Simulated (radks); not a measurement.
Results of a calculation; reference values are marked as such.
Neutral caesium, [Xe] 6s1. Level of theory: non-relativistic Kohn-Sham, exchange-only PBE, spin-polarised, spherical densities, point nucleus (a radial shooting solver on a logarithmic mesh with Libxc functionals). Every spin shell is full or empty, so the densities are truly spherical. Functionals are evaluated on that one density, not self-consistently. Rank these exchange functionals by their error against the exact value of the orbitals, and give that value: LDA, B88, PBEsol, revPBE, PW91, EV93, APBE, revTPSS, SCAN, Tao-Mo, MVS.

Answer. Exact: -183.993 hartree. From best to worst, with 100 (|E| - |E exact|)/|E exact| (equal figures are ties): B88 +0.01, PW91 -0.01, MVS +0.05, SCAN +0.14, APBE +0.28, revPBE -0.31, EV93 -0.38, Tao-Mo -0.83, revTPSS -0.94, PBEsol -2.21, LDA -4.69.
